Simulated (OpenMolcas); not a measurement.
An atom or ion with 30 electrons was computed by SS-RASPT2, IPEA 0.25 Eh, imaginary shift 0.1 Eh with spin-orbit coupling (OpenMolcas, ANO-RCC-VTZP, DKH2). The lowest levels that the run gave, each within 12 % of the measured value where one is at hand:

```csv
J,Parity,E (cm-1),g
0,even,0.0,
0,odd,31920,
1,odd,32082,1.501
2,odd,32413,1.501
1,odd,49815,1.000
```

Which ion is it, and what are the configurations and terms?

Zn I (Z = 30, neutral; active space 2 electrons in 9 orbitals (RAS2 4s 4p; RAS3 4d, at most 2 electrons)). J, parity and g give the terms where levels are pure, and mixed ones are named by the computed weights; the size of the splittings, set against known spectra of the 30-electron sequence, gives the charge. In order, with the measured energies in cm-1 (NIST Handbook of Basic Atomic Spectroscopic Data): 4s2 1S0, 4s 4p 3P* 0 (32311), 4s 4p 3P* 1 (32501), 4s 4p 3P* 2 (32890), 4s 4p 1P* 1 (46745).

Active for correlation alone: 4d; no level in the range computed is led by a configuration that fills it, so any true level of that kind is missing. Measured partners are found by configuration, term and J. A level has none where our copy of the source lacks it or the pairing is in doubt (some pairs that miss far off the trend of their configuration count as doubtful), and it then counts in no deviation. Only configurations of the active space appear.

* marks odd parity.
